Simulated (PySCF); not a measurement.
**`C/C=C/[C@@H](C)[O][GaH][F]`, C₅H₁₀FGaO**

Molfile (atoms numbered from 1):
```
C5H10FGaO
     RDKit          3D

 18 17  0  0  0  0  0  0  0  0999 V2000
    2.5947    0.8940    0.0225 C   0  0  0  0  0  0  0  0  0  0  0  0
    1.1607    0.6990   -0.3341 C   0  0  0  0  0  0  0  0  0  0  0  0
    0.6531   -0.3827   -0.8966 C   0  0  0  0  0  0  0  0  0  0  0  0
   -0.7979   -0.6127   -1.2390 C   0  0  1  0  0  0  0  0  0  0  0  0
   -1.2855   -1.8840   -0.5357 C   0  0  0  0  0  0  0  0  0  0  0  0
   -1.6389    0.4682   -0.9222 O   0  0  0  0  0  0  0  0  0  0  0  0
   -1.9687    1.3812    0.5134 Ga  0  0  0  0  0  3  0  0  0  0  0  0
   -1.3520    1.0565    2.1208 F   0  0  0  0  0  0  0  0  0  0  0  0
    2.9945    1.7709   -0.4861 H   0  0  0  0  0  0  0  0  0  0  0  0
    3.1848    0.0238   -0.2545 H   0  0  0  0  0  0  0  0  0  0  0  0
    2.6912    1.0599    1.0949 H   0  0  0  0  0  0  0  0  0  0  0  0
    0.5147    1.5508   -0.0991 H   0  0  0  0  0  0  0  0  0  0  0  0
    1.2902   -1.2193   -1.1507 H   0  0  0  0  0  0  0  0  0  0  0  0
   -0.8759   -0.7521   -2.3303 H   0  0  0  0  0  0  0  0  0  0  0  0
   -1.2236   -1.7275    0.5430 H   0  0  0  0  0  0  0  0  0  0  0  0
   -0.6758   -2.7395   -0.8144 H   0  0  0  0  0  0  0  0  0  0  0  0
   -2.3216   -2.0769   -0.8063 H   0  0  0  0  0  0  0  0  0  0  0  0
   -2.9529    2.4966    0.2979 H   0  0  0  0  0  0  0  0  0  0  0  0
  1  2  1  0
  2  3  2  0
  3  4  1  0
  4  5  1  0
  4  6  1  0
  6  7  1  0
  7  8  1  0
  1  9  1  0
  1 10  1  0
  1 11  1  0
  2 12  1  0
  3 13  1  0
  4 14  1  6
  5 15  1  0
  5 16  1  0
  5 17  1  0
  7 18  1  0
M  END
```

Computed with GIAO B3LYP/pcSseg-1 magnetisability, rotational g tensor and spin-rotation constants, non-relativistic, gas phase (PySCF 2.14.0). Geometry: GFN2-xTB.

The calculation is non-relativistic, which matters for the atoms heavier than Zn.

Problem. Give the nuclear spin-rotation constants along the inertial axes (H = +C I·J) beside the isotropic shieldings.

Solution. Rotational constants 1.7119, 1.0213, 0.7730 GHz. A star marks the isotopologue with that one atom substituted, in its own axes.
```
atom  isotope  Caa (kHz)  Cbb (kHz)  Ccc (kHz)  mean (kHz)  σ (ppm)
 Ga7     69Ga      2.720      1.808      1.337       1.955   1479.7
  F8      19F      2.400      0.999      0.501       1.300    296.6
  H9       1H     -0.174     -0.074     -0.009      -0.086     29.8
 H10       1H     -0.005     -0.087     -0.077      -0.056     29.9
 H11       1H     -0.165     -0.042     -0.037      -0.081     29.7
 H12       1H      0.089     -0.080     -0.080      -0.024     26.5
 H13       1H      0.089     -0.077     -0.075      -0.021     26.0
 H14       1H     -0.155     -0.022     -0.017      -0.065     27.0
 H15       1H     -0.176     -0.063     -0.031      -0.090     30.8
 H16       1H     -0.025     -0.091     -0.074      -0.063     30.5
 H17       1H     -0.076     -0.035     -0.087      -0.066     30.2
 H18       1H     -0.026     -0.085     -0.032      -0.048     26.9
  C1     13C*      0.246      0.162      0.121       0.176    160.5
  C2     13C*      0.773      0.337      0.133       0.414     53.5
  C3     13C*      0.823      0.324      0.173       0.440     38.6
  C4     13C*      0.354      0.269      0.195       0.273    102.8
  C5     13C*      0.298      0.185      0.121       0.201    149.6
  O6     17O*     -0.285     -0.142     -0.127      -0.185    206.5
```
For the geometry as given, no vibrational averaging.

Problem. How do the rotational constants and the g tensor change when H9, H10, H11, H12, H13, H14, H15, H16, H17, H18 are replaced by deuterium?

Solution. Constants 1.4597, 0.9059, 0.6760 GHz; g -0.0143, -0.0090, -0.0016, against -0.0168, -0.0098, -0.0019 before.
